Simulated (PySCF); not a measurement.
Species: C5H4F4O2.
Bonds: C1–C2 (double), C2–O3, O3–C4, C4–F5, C4–F6, C2–C7, C7–O8 (double), C7–C9, C9–F10, C9–F11. Hydrogens: H12, H13 on C1; H14 on C4; H15 on C9.

The same species was optimised twice, with GFN2-xTB and with PBE0-D3(BJ)/def2-SVP (PySCF), and the same property calculations (PySCF, gas phase) were run on both structures.

```tsv
coordinate	GFN2-xTB	PBE0-D3(BJ)/def2-SVP	change
C2–O3 (Å)	1.378	1.364	-0.014
C4–F6 (Å)	1.355	1.344	-0.011
O3–C4 (Å)	1.359	1.369	+0.010
C9–F10 (Å)	1.344	1.334	-0.010
C4–F5 (Å)	1.333	1.325	-0.008
C1=C2 (Å)	1.332	1.337	+0.005
C7–C9 (Å)	1.543	1.538	-0.005
C2–C7 (Å)	1.489	1.494	+0.005
C7=O8 (Å)	1.198	1.201	+0.003
C9–F11 (Å)	1.354	1.354	0.000
C7–C9–F11 (°)	110.1	107.4	-2.7
C2–C7–C9 (°)	113.6	115.9	+2.3
F10–C9–F11 (°)	107.1	109.0	+1.9
F5–C4–F6 (°)	106.5	108.2	+1.7
C7–C9–F10 (°)	110.8	109.4	-1.4
O8–C7–C9 (°)	122.6	121.3	-1.3
O3–C4–F6 (°)	111.7	110.4	-1.3
C2–C7–O8 (°)	123.8	122.8	-1.0
C1–C2–O3–C4 (°)	-16	-27	-11
C2–O3–C4–F5 (°)	-168	-165	+3
C1–C2–C7–O8 (°)	-12	-10	+2
C2–C7–C9–F10 (°)	-175	177	-8
```

Rotational constants: A = 1878, B = 678.9, C = 527.9 MHz (GFN2-xTB) against A = 1892, B = 676.4, C = 528.7 MHz (PBE0-D3(BJ)/def2-SVP). Point groups within 0.08 Å: C1 and C1.

On the GFN2-xTB structure: HOMO (eV) -8.44 [PBE0/pcSseg-1]; LUMO (eV) -2.64 [PBE0/pcSseg-1]; dipole (D) 2.64 [PBE0/pcSseg-1]; GIAO shielding of C1 (ppm) 76.0 [PBE0/pcSseg-1]; GIAO shielding of C2 (ppm) 28.3 [PBE0/pcSseg-1]; GIAO shielding of O3 (ppm) 158.6 [PBE0/pcSseg-1]; GIAO shielding of C4 (ppm) 64.7 [PBE0/pcSseg-1]; GIAO shielding of F5/F6 (mean) (ppm) 270.5 [PBE0/pcSseg-1]; GIAO shielding of C7 (ppm) -2.5 [PBE0/pcSseg-1]; GIAO shielding of O8 (ppm) -307.6 [PBE0/pcSseg-1]; GIAO shielding of C9 (ppm) 69.9 [PBE0/pcSseg-1].

**Question.** What do these properties become on the PBE0-D3(BJ)/def2-SVP structure?

**Answer.** 
| property | level | on GFN2-xTB | on PBE0-D3(BJ)/def2-SVP | change |
| --- | --- | --- | --- | --- |
| HOMO (eV) | PBE0/pcSseg-1 | -8.44 | -8.32 | +0.12 |
| LUMO (eV) | PBE0/pcSseg-1 | -2.64 | -2.58 | +0.06 |
| dipole (D) | PBE0/pcSseg-1 | 2.64 | 2.57 | -0.07 |
| energy, GFN2-xTB geometry as zero (kcal/mol) | PBE0/pcSseg-1 | 0.0 | -1.2 | -1.2 |
| GIAO shielding of C1 (ppm) | PBE0/pcSseg-1 | 76.0 | 73.7 | -2.3 |
| GIAO shielding of C2 (ppm) | PBE0/pcSseg-1 | 28.3 | 28.1 | -0.2 |
| GIAO shielding of O3 (ppm) | PBE0/pcSseg-1 | 158.6 | 158.9 | +0.3 |
| GIAO shielding of C4 (ppm) | PBE0/pcSseg-1 | 64.7 | 64.6 | -0.1 |
| GIAO shielding of F5/F6 (mean) (ppm) | PBE0/pcSseg-1 | 270.5 | 271.4 | +0.9 |
| GIAO shielding of C7 (ppm) | PBE0/pcSseg-1 | -2.5 | -4.2 | -1.7 |
| GIAO shielding of O8 (ppm) | PBE0/pcSseg-1 | -307.6 | -315.3 | -7.7 |
| GIAO shielding of C9 (ppm) | PBE0/pcSseg-1 | 69.9 | 72.8 | +2.9 |

The heavy atoms differ by 0.089 Å rms after alignment. Among bonds between heavy atoms C2–O3 changes most (-0.014 Å). Changes are differences of the printed values. Neither structure is proved a minimum here.

Shape of the structure used: `[CH2:1]=[C:2]([O:3][CH:4]([F:5])[F:6])[C:7](=[O:8])[CH:9]([F:10])[F:11]`: C1–C2–O3–C4 -27°, C2–O3–C4–F5 -165°, C1–C2–C7–O8 -10°, C2–C7–C9–F10 177°.
